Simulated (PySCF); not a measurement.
C₃H₅ClOSi, SMILES [Si@H](O)(Cl)CC#C. Geometry: PBE-D3(BJ)/def2-SVP. The structure was generated by enumeration; whether it is a known compound was not checked. The values are those of a single conformer.

Question: Give the equilibrium geometry at PBE-D3(BJ)/def2-SVP (PySCF confirms it by a frequency run) as Cartesian coordinates in Å. (Estimate from the structure and the level; the computed values follow.)

Answer: Several could match; the one computed here: 
```xyz
11

C     -2.7961     1.2594     0.5567
C     -2.0043     0.7424    -0.2194
C     -1.0246     0.0976    -1.0764
Si     0.3261    -0.7627    -0.0525
O      1.3529    -1.6578    -1.0211
Cl     1.3778     0.7262     0.9575
H     -3.5022     1.7245     1.2294
H     -0.5412     0.8303    -1.7603
H     -1.4970    -0.6796    -1.7182
H     -0.2588    -1.7244     0.9237
H      1.9381    -1.1528    -1.6125
```
